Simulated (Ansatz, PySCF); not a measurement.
Positional isomers: furan mercapto+boryl. Gas-phase values, no solvent. One relaxed conformer stands for each flexible species; it need not be the lowest. Strings in code marks are SMILES. Quantity: electronic energy of isomers of C4H5BOS relative to `Bc1occc1S` (H–B–C–O torsion 0°, C–C–S–H torsion 0°). Level 1: PBE-D3(BJ)/def2-TZVP // PBE0-D3(BJ)/def2-SVP (PySCF). Level 2: frozen-core CCSD(T)/cc-pVTZ // PBE0-D3(BJ)/def2-SVP (Ansatz, a program for electronic structure).

```tsv
case	level 1 (kcal/mol)	level 2 (kcal/mol)
`Bc1ccc(S)o1` (H–B–C–O torsion 180°, O–C–S–H torsion 0°)	0.4	0.3
`Bc1ccoc1S` (H–B–C–C torsion 0°, O–C–S–H torsion 180°)	3.7	2.0
`Bc1cc(S)co1` (H–B–C–O torsion 0°, C–C–S–H torsion 73°)	3.8	1.8
`Bc1coc(S)c1` (H–B–C–C torsion 0°, O–C–S–H torsion 71°)	5.8	withheld
`Bc1cocc1S` (H–B–C–C torsion 0°, C–C–S–H torsion 0°)	5.9	3.7
```

Q: Fit level 2 = a + b·x to the 4 complete rows by least squares, with x = level 1 in kcal/mol. Give a, b and the rms residual, and predict the withheld value.

A: Means of the 4 rows: x̄ = 3.45, ȳ = 1.95 kcal/mol. Σ(x − x̄)² = 15.49 and Σ(x − x̄)(y − ȳ) = 9.28, so b = 0.599 and a = ȳ − b·x̄ = -0.12 kcal/mol. The rms residual is 0.25 kcal/mol. At x = 5.8 the line gives 3.4 kcal/mol. The run for `Bc1coc(S)c1` (H–B–C–C torsion 0°, O–C–S–H torsion 71°) gave 2.8 kcal/mol, so the line is off by 0.6 kcal/mol, more than twice the rms residual.

Codes: Ansatz, PySCF.
